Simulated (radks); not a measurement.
The selenium anion Se2-, [Kr], held by a Watson sphere: a shell of charge +2 at radius R that stands for the Madelung well of a crystal (potential energy -2/R inside, -2/r outside, in hartree with lengths in bohr). Method: scalar-relativistic Kohn-Sham, r2SCAN, spin-unpolarised, spherical densities, finite nucleus; meta-GGA in the generalised Kohn-Sham scheme; Fermi nuclear charge, rms radius of each element as measured or else 0.836 A^(1/3) + 0.57 fm; computed with a radial shooting solver on a logarithmic mesh with Libxc functionals.

R (bohr),e(3d) (eV),e(4s) (eV),e(4p) (eV),<r> 4p (bohr),sum of <r^2> (bohr^2),X-ray form factor at sin(theta)/lambda = 0.1 1/angstrom
2.33,-52.401,-18.683,-8.008,2.303,53.48,32.690
2.99,-51.535,-16.954,-6.755,2.467,59.81,32.423
3.08,-51.436,-16.753,-6.587,2.487,60.64,32.392
3.3,-51.196,-16.292,-6.187,2.535,62.62,32.320
3.54,-50.939,-15.835,-5.769,2.584,64.71,32.249
4.72,-49.769,-14.122,-4.054,2.782,74.25,31.996
